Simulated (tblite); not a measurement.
Input of a run (GFN2-xTB geometry optimisation, gas phase (tblite 0.8.0)), started from a force field or distance geometry:
```
{"job": {"kind": "relax", "xc": "GFN2-xTB", "basis": "xTB"}, "charge": 0, "multiplicity": 1}
C     -0.917000     2.284700     1.901500
C     -0.916500     1.853400     0.626200
C     -0.438900     0.465000     0.219400
C     -1.661900    -0.248300    -0.374900
C     -2.209800    -1.414200     0.437800
O     -2.190000     0.086700    -1.432700
Si     0.989400     0.466800    -1.025400
O      0.532700     0.965400    -2.530500
N      1.612600    -1.082000    -1.334300
Si     2.693000    -1.560800    -0.130200
H     -0.591300     1.672100     2.730400
H     -1.284500     3.284600     2.138000
H     -1.278700     2.515300    -0.140500
H     -0.111100    -0.086600     1.099300
H     -2.528300    -1.052900     1.417600
H     -1.444000    -2.182700     0.543800
H     -3.071000    -1.836700    -0.083600
H      2.085500     1.345600    -0.579800
H     -0.385500     0.714100    -2.770500
H      2.106100    -1.030400    -2.216100
H      3.133600    -2.922400    -0.469000
H      3.866000    -0.652600    -0.133000
H      2.004700    -1.557300     1.185600
```

Output (eV, eV/Å):
```
step      E/eV     max force
  0    -867.76296    2.305
  1    -867.92452    1.569
  2    -867.97964    0.732
  3    -868.01220    0.532
  4    -868.08321    0.747
  5    -868.12409    0.765
  6    -868.17955    0.525
  7    -868.21765    0.335
  8    -868.23807    0.304
  9    -868.26010    0.314
 10    -868.28326    0.330
 11    -868.30217    0.266
 12    -868.31254    0.231
 13    -868.31874    0.227
 14    -868.32391    0.192
 15    -868.33071    0.215
 16    -868.33890    0.301
 17    -868.34560    0.254
 18    -868.35129    0.160
 19    -868.35531    0.160
 20    -868.35872    0.164
 21    -868.36211    0.173
 22    -868.36568    0.153
 23    -868.36879    0.119
 24    -868.37083    0.077
 25    -868.37198    0.070
 26    -868.37285    0.080
 27    -868.37382    0.095
 28    -868.37504    0.092
 29    -868.37648    0.132
 30    -868.37798    0.128
 31    -868.37930    0.073
 32    -868.38032    0.074
 33    -868.38112    0.068
 34    -868.38180    0.063
 35    -868.38251    0.064
 36    -868.38323    0.076
 37    -868.38400    0.073
 38    -868.38482    0.078
 39    -868.38573    0.072
 40    -868.38668    0.065
 41    -868.38752    0.062
 42    -868.38818    0.052
 43    -868.38878    0.074
 44    -868.38948    0.078
 45    -868.39025    0.058
 46    -868.39102    0.054
 47    -868.39179    0.055
 48    -868.39272    0.085
 49    -868.39402    0.104
 50    -868.39581    0.107
 51    -868.39797    0.103
 52    -868.40014    0.102
 53    -868.40211    0.093
 54    -868.40382    0.091
 55    -868.40507    0.065
 56    -868.40587    0.067
 57    -868.40658    0.061
 58    -868.40752    0.088
 59    -868.40873    0.125
 60    -868.41008    0.122
 61    -868.41146    0.077
 62    -868.41253    0.080
 63    -868.41329    0.068
 64    -868.41420    0.078
 65    -868.41524    0.070
 66    -868.41646    0.078
 67    -868.41801    0.108
 68    -868.41995    0.124
 69    -868.42178    0.112
 70    -868.42333    0.079
 71    -868.42467    0.086
 72    -868.42597    0.110
 73    -868.42759    0.097
 74    -868.42961    0.090
 75    -868.43045    0.094
 76    -868.43169    0.086
 77    -868.43285    0.081
 78    -868.43398    0.075
 79    -868.43483    0.056
 80    -868.43551    0.055
 81    -868.43609    0.048
 82    -868.43662    0.055
 83    -868.43717    0.052
 84    -868.43777    0.065
 85    -868.43846    0.066
 86    -868.43921    0.058
 87    -868.43993    0.057
 88    -868.44050    0.051
 89    -868.44097    0.053
 90    -868.44143    0.045
 91    -868.44200    0.043
 92    -868.44242    0.043
 93    -868.44289    0.042
 94    -868.44329    0.037
 95    -868.44363    0.035
 96    -868.44386    0.029
 97    -868.44402    0.026
 98    -868.44416    0.027
 99    -868.44430    0.025
100    -868.44447    0.028
101    -868.44468    0.036
102    -868.44491    0.028
103    -868.44511    0.025
104    -868.44523    0.021
105    -868.44533    0.021
106    -868.44541    0.021
107    -868.44549    0.017
108    -868.44554    0.014
109    -868.44558    0.015
110    -868.44562    0.014
111    -868.44567    0.013
112    -868.44572    0.013
113    -868.44576    0.014
114    -868.44581    0.016
115    -868.44590    0.023
116    -868.44602    0.030
117    -868.44615    0.025
118    -868.44624    0.022
119    -868.44631    0.026
120    -868.44639    0.023
121    -868.44650    0.029
122    -868.44660    0.024
123    -868.44668    0.018
124    -868.44675    0.021
125    -868.44684    0.020
126    -868.44695    0.021
127    -868.44705    0.016
128    -868.44711    0.016
129    -868.44716    0.018
130    -868.44725    0.019
131    -868.44736    0.020
132    -868.44749    0.020
133    -868.44757    0.022
134    -868.44764    0.019
135    -868.44771    0.021
136    -868.44781    0.023
137    -868.44793    0.026
138    -868.44806    0.037
139    -868.44817    0.035
140    -868.44829    0.024
141    -868.44841    0.022
142    -868.44852    0.022
143    -868.44863    0.030
144    -868.44873    0.026
145    -868.44882    0.020
146    -868.44892    0.020
147    -868.44900    0.019
148    -868.44908    0.018
149    -868.44915    0.016
150    -868.44919    0.012
151    -868.44920    0.007
```

Problem. Summarise the run.

Solution. The energy falls by 15.8 kcal/mol over 151 L-BFGS steps, the largest force on an atom goes from 2.31 to 0.007 eV/Å, and the atoms move by 0.522 Å rms after alignment. The bond that changes most is C3–C4 (sp3 carbon bound to silicon to ketone carbonyl carbon), which shortens by 0.051 Å. Bonds longer at the end by more than 0.005 Å: 4 of 22; shorter: 12. Among the angles that change most is Si7–N9–Si10, from 111.4° to 129.7°. Among the dihedrals that turn most is H20–N9–Si10–H22, from 54° to 84°. The energy never rose by more than 1e-5 eV on the way. The first step brought 24 % of the lowering.

Problem. What are the final bond lengths?

Solution. C1=C2 1.321 Å, C2–C3 1.486 Å, C3–C4 1.484 Å, C4–C5 1.505 Å, C4=O6 1.218 Å, C3–Si7 1.939 Å, Si7–O8 1.615 Å, Si7–N9 1.730 Å, N9–Si10 1.736 Å, C1–H11 1.078 Å, C1–H12 1.076 Å, C2–H13 1.082 Å, C3–H14 1.087 Å, C5–H15 1.088 Å, C5–H16 1.089 Å, C5–H17 1.087 Å, Si7–H18 1.457 Å, O8–H19 0.964 Å, N9–H20 1.008 Å, Si10–H21 1.463 Å, Si10–H22 1.466 Å, Si10–H23 1.463 Å. Numbering counts from 1 in the input's order; the species is `C=C[C@@H](C(C)=O)[Si@H](O)N[SiH3]`.

Its GFN2-xTB frequencies are all real (lowest 33 cm⁻¹). The numbers are those of one conformer.

The numbers are calculated, not measured.
